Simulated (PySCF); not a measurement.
**Multinuclear NMR of C₇H₅FN₂**

Numbering as in the mapped SMILES `[N:1]#[C:2][C:3]([C:4]#[N:5])=[CH:6][CH2:7]/[CH:8]=[CH:9]/[F:10]` (H(Xn): hydrogen on atom n).

PySCF 2.14 calculation with NMR shieldings at PBE0/pcSseg-1/GIAO and coordinates at the GFN2-xTB level; no solvent model, non-relativistic, fast rotation and ring inversion assumed for equivalent nuclei, one computed conformer.

Task: What are the 19F shifts?

Result: 
| atoms | environment | σ (ppm) | δ (ppm) |
| --- | --- | --- | --- |
| F10 | vinylic fluorine | 280.9 | -107.5 |

Shieldings were converted by a linear fit to measured shifts: 19F (scatter 6.0 ppm rms, 7.0 ppm with the 5 outliers that the fit left out vs CFCl3, solution or neat liquid, with a term for F on sp3 carbon). A few per cent of atoms miss by over 2 rms, more outside the fitted compound classes.

On a 400 MHz spectrometer 19F resonates near 376.4 MHz, so 1 ppm is 376.4 Hz.

Task: Predict the 15N NMR data.

Result: 
| atoms | environment | σ (ppm) | δ (ppm) |
| --- | --- | --- | --- |
| N5 | nitrile nitrogen | -64.2 | -88.9 |
| N1 | nitrile nitrogen | -54.7 | -97.7 |

Shieldings were converted by a linear fit to measured shifts: 15N (scatter 6.3 ppm rms vs CH3NO2, solution or neat liquid). Occasional misses reach two or three times the rms, and more in compound classes unlike the fitted ones.

On a 500 MHz spectrometer 15N resonates near 50.7 MHz, so 1 ppm is 50.7 Hz.
